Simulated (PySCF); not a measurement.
**Stretching BiF**

Set-up: PySCF, scalar-relativistic core potentials, basis sets Bi cc-pVTZ-PP with ECP60, F cc-pVTZ. Energies in eV from Bi + F in their ground configurations at the same level. State: ³Σ⁻ (triplet), unpaired electrons π ↑↑.

All columns are PBE0. A positive dipole means Bi(−)F(+).

```json
{"R (Å)": "1.754", "E (eV)": "-2.467", "μ (D)": "-1.38", "Mulliken charge on Bi (basis-dependent)": "0.32", "HOMO (eV)": "-5.66", "LUMO (eV)": "-2.25", "Mayer bond order": "1.04", "⟨S²⟩": "2.00"}
{"R (Å)": "1.835", "E (eV)": "-3.204", "μ (D)": "-1.91", "Mulliken charge on Bi (basis-dependent)": "0.36", "HOMO (eV)": "-5.81", "LUMO (eV)": "-2.39", "Mayer bond order": "1.00", "⟨S²⟩": "2.00"}
{"R (Å)": "1.917", "E (eV)": "-3.595", "μ (D)": "-2.41", "Mulliken charge on Bi (basis-dependent)": "0.40", "HOMO (eV)": "-5.96", "LUMO (eV)": "-2.53", "Mayer bond order": "0.96", "⟨S²⟩": "2.00"}
{"R (Å)": "1.978", "E (eV)": "-3.728", "μ (D)": "-2.77", "Mulliken charge on Bi (basis-dependent)": "0.43", "HOMO (eV)": "-6.07", "LUMO (eV)": "-2.64", "Mayer bond order": "0.93", "⟨S²⟩": "2.00"}
{"R (Å)": "2.039", "E (eV)": "-3.761", "μ (D)": "-3.12", "Mulliken charge on Bi (basis-dependent)": "0.45", "HOMO (eV)": "-6.17", "LUMO (eV)": "-2.74", "Mayer bond order": "0.91", "⟨S²⟩": "2.00"}
{"R (Å)": "2.100", "E (eV)": "-3.719", "μ (D)": "-3.46", "Mulliken charge on Bi (basis-dependent)": "0.47", "HOMO (eV)": "-6.28", "LUMO (eV)": "-2.83", "Mayer bond order": "0.88", "⟨S²⟩": "2.00"}
{"R (Å)": "2.182", "E (eV)": "-3.582", "μ (D)": "-3.90", "Mulliken charge on Bi (basis-dependent)": "0.49", "HOMO (eV)": "-6.41", "LUMO (eV)": "-2.96", "Mayer bond order": "0.86", "⟨S²⟩": "2.00"}
{"R (Å)": "2.284", "E (eV)": "-3.325", "μ (D)": "-4.41", "Mulliken charge on Bi (basis-dependent)": "0.50", "HOMO (eV)": "-6.56", "LUMO (eV)": "-3.10", "Mayer bond order": "0.83", "⟨S²⟩": "2.01"}
{"R (Å)": "2.406", "E (eV)": "-2.951", "μ (D)": "-4.98", "Mulliken charge on Bi (basis-dependent)": "0.52", "HOMO (eV)": "-6.74", "LUMO (eV)": "-3.26", "Mayer bond order": "0.81", "⟨S²⟩": "2.01"}
{"R (Å)": "2.569", "E (eV)": "-2.419", "μ (D)": "-5.62", "Mulliken charge on Bi (basis-dependent)": "0.52", "HOMO (eV)": "-6.94", "LUMO (eV)": "-3.59", "Mayer bond order": "0.79", "⟨S²⟩": "2.03"}
```

A fit through these points gives, at Re = 2.033 Å, μ = -3.09 D and dμ/dR = -5.68 D/Å; the reduced mass is 17.42 u.

Q: How strong is the fundamental in the double-harmonic approximation, I = 42.26·(dμ/dR)²/μred km/mol?

A: I = 42.26·(-5.68)²/17.42 = 78.3 km/mol at PBE0.

These are scalar-relativistic numbers at best; spin–orbit coupling would shift them, the dissociation energy most. The state was picked by a PBE0 search and need not be the measured ground state.
